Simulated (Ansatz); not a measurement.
Computed with Ansatz on PBE0-D4/def2-TZVP structures; ΔE is electronic, products minus reactants. CCSD(T)/CBS is the MP2 limit (def2-TZVPP, def2-QZVPP) plus CCSD(T) − MP2 in def2-TZVPP, frozen cores. This one scheme is used for every species. Functionals use def2-TZVPP. B3LYP here is the variant with VWN-RPA as its local correlation; programs differ in this. One conformer a species, not always the lowest.

Consider the formal exchange of groups at the Si–Cl bond: `O[SiH2]O[SiH2]Cl` + SiH₄ → `O[SiH2]O[SiH2][SiH3]` + HCl.

Is it downhill or uphill in electronic energy at CCSD(T)/CBS, and by how much? (Best estimate.)

Ansatz gave: Uphill: ΔE = +28.2 kcal/mol.

What do these levels give: B2PLYP, PBE, r2SCAN, B3LYP, CCSD/def2-TZVPP, CCSD/CBS(def2)? (An estimate is asked.)

Ansatz gave: B2PLYP 29.2, PBE 24.6, r2SCAN 27.9, B3LYP 28.3, CCSD/def2-TZVPP 28.1, CCSD/CBS(def2) 28.6 kcal/mol.

Largest T1 diagnostic among the species: 0.012.

In def2-TZVPP, CCSD(T) changes the Hartree–Fock value by −4.9 kcal/mol (the triples alone add −0.4 kcal/mol) and MP2 by −2.4 kcal/mol. From PBE to PBE0 (25 % exact exchange), in def2-TZVPP and without D4, ΔE moves by +1.5 kcal/mol.
